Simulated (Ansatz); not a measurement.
SnMeF3 (CH₃F₃Sn) was relaxed with PBE0-D4 (def2-SVP) in Ansatz in these states: charge +1 doublet, neutral singlet. The geometries follow in no particular order.

In the def2 sets Sn takes a core potential; there is no spin–orbit coupling.

A:

```xyz
8

Sn   -0.777   -0.006   -0.436
C     1.066    0.008    0.598
H     0.950   -0.570    1.523
H     1.328    1.049    0.826
H     1.828   -0.448   -0.046
F    -0.784    1.034   -2.050
F    -2.255    0.683    0.578
F    -1.356   -1.750   -0.993
```

B:

| atom | x (Å) | y (Å) | z (Å) |
| --- | --- | --- | --- |
| Sn1 | -0.2587 | 1.0886 | 0.2258 |
| C2 | 0.2920 | -1.2292 | -0.2549 |
| H3 | -0.4591 | -1.3692 | -1.0466 |
| H4 | 0.0785 | -1.6148 | 0.7532 |
| H5 | 1.3383 | -1.0467 | -0.5425 |
| F6 | -0.7027 | 0.9355 | 2.0565 |
| F7 | -1.6824 | 1.3348 | -0.9926 |
| F8 | 1.3941 | 1.9010 | -0.1988 |

Problem. Judge from the bond lengths which geometry belongs to which state (an estimate).

Solution. A is the neutral singlet (Sn1–C2 2.113 Å, Sn1–F8 1.921 Å, Sn1–F6 1.921 Å); B is the charge +1 doublet (Sn1–C2 2.430 Å, Sn1–F8 1.890 Å, Sn1–F6 1.890 Å).
